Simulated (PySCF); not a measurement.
# How methods differ on the excitation energy of Ga⁺

Ga⁺ [Ar] 3d10 4s2 (1S) → Ga⁺ [Ar] 3d10 4s1 5s1 (3S), as a difference of total energies. All numbers are calculated (PySCF 2.14, scalar relativity by spin-free X2C-1e, in aug-cc-pVTZ-DK (7s6p4d2f, 59 functions)). Correlated levels: valence: [Ar] 3d10 frozen. The calculations carry no spin-orbit coupling.

```
           method  excitation energy (cm⁻¹)
              UHF                     91494
              LDA                    106270
              PBE                    103210
             PBE0                    101300
           r2SCAN                    103190
        CAM-B3LYP                    105210
            B3LYP                    104790
             TPSS                    101750
           revPBE                    101900
    MP2 (valence)                     96476
SCS-MP2 (valence)                     98078
```

Errors of the correlated levels include the incompleteness of this basis and the frozen core.

For comparison: 102940 cm⁻¹ (measured; NIST levels).
